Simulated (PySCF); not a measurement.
# Two-component Hartree-Fock for Au²⁺ (gold, charge +2)

Start: [Xe] 4f14 5d8 6p1; 5d3/2 filled at m_j = -1/2, +1/2, +3/2; 5d5/2 filled at m_j = -3/2, -1/2, +1/2, +3/2, +5/2; 6p3/2 filled at m_j = +3/2. Calculated with PySCF 2.14 in x2c-TZVPall-2c with one added diffuse shell each of s, p, d type (12s12p11d2f, 117 functions): generalised Hartree-Fock with the X2C-1e Hamiltonian and a Gaussian nucleus; spin-orbit coupling (SO) screened by Boettger's factors. This is a chosen level, not necessarily the ground level.

```
spinor shell  electrons  ε, screened SO (eV)  weight of nominal j (screened SO)  rms radius, screened SO (bohr)
       1s1/2          2             -81173.2                              1.000                          0.0190
       2s1/2          2             -14493.0                              1.000                          0.0768
       2p1/2          2             -13875.6                              1.000                          0.0651
       2p3/2          4             -12034.4                              1.000                          0.0731
       3s1/2          2              -3509.6                              1.000                           0.196
       3p1/2          2              -3232.9                              1.000                           0.188
       3p3/2          4              -2820.5                              1.000                           0.204
       3d3/2          4              -2366.5                              1.000                           0.179
       3d5/2          6              -2278.2                              1.000                           0.183
       4s1/2          2              -819.78                              1.000                           0.433
       4p1/2          2              -700.73                              1.000                           0.438
       4p3/2          4              -600.44                              1.000                           0.471
       4d3/2          4              -405.39                              1.000                           0.485
       4d5/2          6              -385.87                              1.000                           0.497
       5s1/2          2              -154.72                              1.000                           0.994
       4f5/2          6              -133.02                              0.998                           0.544
       5p1/2          2              -114.65                              0.996                            1.08
       5p3/2          4              -95.641                              0.998                            1.17
       5d5/2          5              -38.315                              0.736                            1.56
       5d3/2          3              -39.734                              0.871                            1.52
       6p3/2          1              -18.657                              1.000                            3.36
```

(1) Where does 4f7/2 lie, and what is the 4f spin-orbit splitting (screened SO)?

```
   quantity   screened SO
E (hartree)  -19025.44330
        M_J          11/2
       ⟨J²⟩        35.770
       ⟨L²⟩        20.591
       ⟨S²⟩         3.798
```

Each row is a mean over spinors that exchange with the open shell spreads, by up to 7.516 eV (5p3/2).

Rows whose weight is well below 1 are mixtures of j = l ± 1/2: exchange outweighs spin-orbit coupling there, and the label is only the starting occupation.

Breit and QED terms are absent; they matter most for the inner s and p1/2 levels.

Densities and radii are taken from the X2C orbitals without a picture-change correction, which distorts them close to the nucleus.

Results:

(1) At -129.09 eV, 3.930 eV above 4f5/2.
